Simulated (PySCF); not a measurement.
**Electron correlation in S (sulfur, neutral)**

[Ne] 3s2 3p4, high-spin 3P determinant. Computed with PySCF 2.14 in aug-cc-pVTZ-DK, with the spin-free X2C one-electron Hamiltonian (Gaussian nucleus). Frozen: [Ne]; 6 electrons correlated.

```json
{"level": "CCSD", "correlation energy (mhartree)": "-141.26"}
{"level": "(T)", "correlation energy (mhartree)": "-4.97"}
{"level": "CCSD(T)", "correlation energy (mhartree)": "-146.23"}
```

Diagnostics: T1 = 0.0098, D1 = 0.0308, largest double amplitude 0.035.

Is a single reference adequate?

Yes: T1 lies below 0.03 and no double amplitude reaches 0.07.
